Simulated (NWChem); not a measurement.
System: SiH4TeO; SMILES [SiH3]O[TeH]

```xyz
7

Te    -0.0295    -0.9040     0.0272
H     -0.3559    -0.9663    -1.6132
O      0.7570     0.9336    -0.0271
Si    -0.1976     2.3078     0.0222
H     -1.0993     2.3822    -1.1700
H      0.7392     3.4674     0.0157
H     -1.0414     2.3451     1.2566
```
Atoms are numbered in this order, from 1.

All runs use the structure optimised with PBE0/def2-SVP. No frequency run checked for a minimum. def2 effective core potentials on Te; no spin-orbit coupling.

Q: List the 4 lowest vertical singlet excitations from PBE0/def2-SVPD with def2 effective core potentials on Te, TDA (NWChem).

A: 
```json
[
 {"state": "S1", "energy (eV)": "2.83", "oscillator strength": "0.001", "leading excitation (squared amplitude)": "HOMO → LUMO (0.99)"},
 {"state": "S2", "energy (eV)": "4.70", "oscillator strength": "0.009", "leading excitation (squared amplitude)": "HOMO → LUMO+1 (0.99)"},
 {"state": "S3", "energy (eV)": "4.86", "oscillator strength": "0.005", "leading excitation (squared amplitude)": "HOMO−1 → LUMO (0.96)"},
 {"state": "S4", "energy (eV)": "5.84", "oscillator strength": "0.048", "leading excitation (squared amplitude)": "HOMO−2 → LUMO (0.80)"}
]
```
